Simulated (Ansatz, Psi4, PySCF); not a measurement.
F₄Ti (SMILES [F][Ti]([F])([F])[F]), singlet, at a GFN2-xTB geometry (such geometries of metal compounds can be far from the true shape). Base run: PySCF with WB97X-V/def2-SVPD.

Geometry (Å):
```xyz
5

Ti     0.0000     0.0000     0.0000
F      1.0961     0.7883    -1.0201
F      0.8394    -1.0557     1.0218
F     -1.1067    -0.8777    -0.9317
F     -0.8288     1.1452     0.9300
```
Charge 0, spin multiplicity 1.
All else is at PySCF's defaults.

The same geometry, method and basis name were run in Ansatz (an electronic-structure program) and Psi4 and PySCF, at each program's defaults and at the settings that a row names. The base is PySCF at its defaults. Differences at the defaults can come from grids, fitting, cores and function types together.

| code and settings | ΔE vs base (µEh) | basis functions | E (Eh) | SCF cycles |
|---|---|---|---|---|
| PySCF, defaults (exact integrals, its default grid, spherical functions) | 0.0 | 126 | -1248.48037 | 10 |
| Psi4, defaults (density fitting with its default set, its default grid, spherical functions) | -29.2 | 126 | -1248.48040 | 8 |
| Ansatz, defaults (factorised integrals, its default grid, spherical functions) | -11.0 | 126 | -1248.48038 | - |
| PySCF, density fitting with def2-universal-jkfit | -15.6 | 126 | -1248.48039 | 10 |
| PySCF, fine grid | -31.8 | 126 | -1248.48040 | 10 |
| Psi4, exact integrals, spherical functions, fine grid | -28.1 | 126 | -1248.48040 | 11 |
| Ansatz, high accuracy | -32.9 | 126 | -1248.48040 | - |
